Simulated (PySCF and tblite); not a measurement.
Results of a calculation; reference values are marked as such.
System: C4H9NSe, numbered as in [CH2:1]1[CH2:2][Se:3][CH2:4][CH2:5][NH:6]1.

For the pyramidal inversion at N6: electronic barrier 5.25 kcal/mol, zero-point change -1.13 kcal/mol, thermal and entropy terms at 350 K a further -0.01 kcal/mol (symmetry numbers apart). The minimum is Cs, the saddle Cs. Geometries: GFN2-xTB; energies: revPBE/pcSseg-1 + D3(BJ), IEF-PCM chloroform; zero-point and thermal terms from GFN2-xTB harmonic modes (soft modes blended into free rotors). Rates follow Eyring's equation with the number of equivalent paths and no tunnelling. Programs: tblite and PySCF.

Task: How many equivalent paths lead out of the minimum?

Result: 1: the symmetry number of the minimum is 1, that of the saddle displaced along its mode 1.

Task: Work out the rate at 350 K.

Result: ΔG‡ = 4.11 kcal/mol; k_B T/h = 7.3×10¹² s⁻¹; exp(−ΔG‡/RT) = 0.0027; times 1 gives k = 2×10¹⁰ s⁻¹. Wigner's tunnelling factor for the 664i cm⁻¹ mode would be 1.31.

Spin–orbit effects of heavy atoms on shieldings are missing.
